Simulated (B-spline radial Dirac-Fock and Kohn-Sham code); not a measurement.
ΔSCF core binding energies without Breit or QED terms, calculated with a radial B-spline solver.

A sound run for W³⁺, 1s2 2s2 2p6 3s2 3p6 3d10 4s2 4p6 4d10 4f14 5s2 5p6 5d3: The ground state converged in 10 iterations, with total energy -16154.48251 Ha, virial ratio 1.88821 and highest orbital energy -36.28 eV. ΔSCF binding energies: K (1s) 69909.3 eV, L3 (2p3/2) 10272.5 eV, M5 (3d5/2) 1850.2 eV.

A second run, with one unsound setting: The ground state converged in 9 iterations, with total energy -15843.26685 Ha, virial ratio 1.93216 and highest orbital energy -53.18 eV. ΔSCF binding energies: K (1s) 70612.6 eV, L3 (2p3/2) 10968.0 eV, M5 (3d5/2) 2217.2 eV.

```
iter   energy (Ha)        error
   1   -15823.02658821  6.93e+00
   2   -15842.64200491  9.81e-01
   3   -15843.16026620  4.00e-01
   4   -15843.24781622  1.65e-01
   5   -15843.26634863  2.81e-02
   6   -15843.26684985  3.58e-04
   7   -15843.26685064  5.51e-05
   8   -15843.26685066  3.11e-06
   9   -15843.26685066  1.50e-07
```

Question: Which fault fits the second run best?
A. mesh too coarse
B. overfilled shell
C. tolerance below the noise
D. speed of light below Z

Answer: A. The input had h = 1.3: h is too large to resolve the orbitals.
